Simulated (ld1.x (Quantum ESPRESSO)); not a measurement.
## Varying the TM potential for cadmium (Cd)

Base potential:

Cd (Z = 48), norm-conserving Troullier–Martins (Kleinman–Bylander form), made with ld1.x (Quantum ESPRESSO) 7.5 (LDA (PZ), scalar-relativistic). Core [Kr], reference 4d10 5s0.5 5p0 (charge +1.5). Waves: 5p (bound, empty): rc 2.20 bohr; 4d (bound): rc 1.75 bohr; 4f channel at 0.3 Ry: rc 2.20 bohr; 5s (bound): rc 2.20 bohr. Local part: the s channel. Core correction: a·sin(br)/r model core inside 1.75 bohr.

All-electron outer shells of the reference configuration (LDA (PZ), scalar-relativistic, ld1.x):

| shell | level (eV) | outermost node (bohr) | outermost maximum (bohr) |
| --- | --- | --- | --- |
| 4p | -80.84 | 0.43 | 0.84 |
| 4d | -25.61 | 0.42 | 0.98 |
| 5s | -17.51 | 1.06 | 2.18 |
| 5p | -11.13 | 1.18 | 2.66 |

Cutoffs, loose and tight: the cutoffs (Ry, on a coarse ladder) from which the occupation-weighted sum of valence levels, in a spherical-Bessel basis at the reference potential, stays within 10 and 1 mRy of its value at 400 Ry. They do not see the model core or the augmentation charge, which bear on the density cutoff. Test errors are all-electron minus pseudo excitation energies from the reference, over the configurations 4d10 5s2 5p0; 4d10 5s1 5p0; 4d10 5s0 5p0; 4d10 5s0 5p2; 4d8 5s0 5p0; 4d10 5s1 5p1; 4d10 5s1.5 5p0 (two spin-polarised tests are not counted in the largest error). A dash means not determined; rows that change the core or the reference have their own tests. The largest error is taken over the tests solved by every variant that gives reliable tests at all: 4d10 5s0 5p0; 4d10 5s0 5p2; 4d10 5s1 5p0; 4d10 5s1.5 5p0; 4d10 5s2 5p0.

A true bound ghost makes a file unfit for plane-wave use even where its test errors are small: the radial tests pick states by their node count and pass the ghost by.

| change | outcome | cutoff, loose | cutoff, tight | bound ghosts | largest test error (meV) |
| --- | --- | --- | --- | --- | --- |
| base | generated | 70 Ry | 110 Ry | none | -8.2 |
| all radii but the core radius scaled by about 0.75 (s 1.66, p 1.66, d 1.32, f 1.66 bohr) | generated | 90 Ry | 140 Ry | p | +5.4 |
| all radii but the core radius scaled by about 0.94 (s 2.06, p 2.06, d 1.64, f 2.06 bohr) | generated | 70 Ry | 110 Ry | none | -8.2 |
| all radii but the core radius scaled by about 1.06 (s 2.32, p 2.32, d 1.86, f 2.32 bohr) | generated | 60 Ry | 100 Ry | none | -6.3 |
| all radii but the core radius scaled by about 1.24 (s 2.72, p 2.72, d 2.16, f 2.72 bohr) | generated | 50 Ry | 90 Ry | none | -5.1 |
| all radii but the core radius scaled by about 1.30 (s 2.86, p 2.86, d 2.26, f 2.86 bohr) | generated | 50 Ry | 90 Ry | none | -6.0 |

Task: What comes out with this change to the base: all radii but the core radius scaled by about 1.37 (s 3.02, p 3.02, d 2.40, f 3.02 bohr)?

Result: outcome: generated; cutoff, loose: 50 Ry; cutoff, tight: 80 Ry; bound ghosts: none; largest test error (meV): -7.7.

Task: What comes out with this change to the base: all radii but the core radius scaled by about 0.83 (s 1.82, p 1.82, d 1.44, f 1.82 bohr)?

Result: outcome: generated; cutoff, loose: 80 Ry; cutoff, tight: 140 Ry; bound ghosts: p; largest test error (meV): -4.4.

Task: What comes out with this change to the base: all radii but the core radius scaled by about 1.14 (s 2.52, p 2.52, d 2.00, f 2.52 bohr)?

Result: outcome: generated; cutoff, loose: 55 Ry; cutoff, tight: 90 Ry; bound ghosts: none; largest test error (meV): -4.6.

Reading the sweep of the scale of all radii but the core radius (base = 1) (base included, trends over the rows without a ghost): The loose cutoff falls from 70 Ry at 0.94 to 50 Ry at 1.37. A larger radius leaves more room for a smooth pseudo-wave, so fewer plane waves are needed; a smaller one forces it to follow the all-electron wave where it bends sharply. The median size of the test errors (rows with all tests solved) is not monotonic: lowest 1.8 meV at 1.14, highest 4.6 meV at 1.37. Bound ghosts are found at 0.75, 0.83.
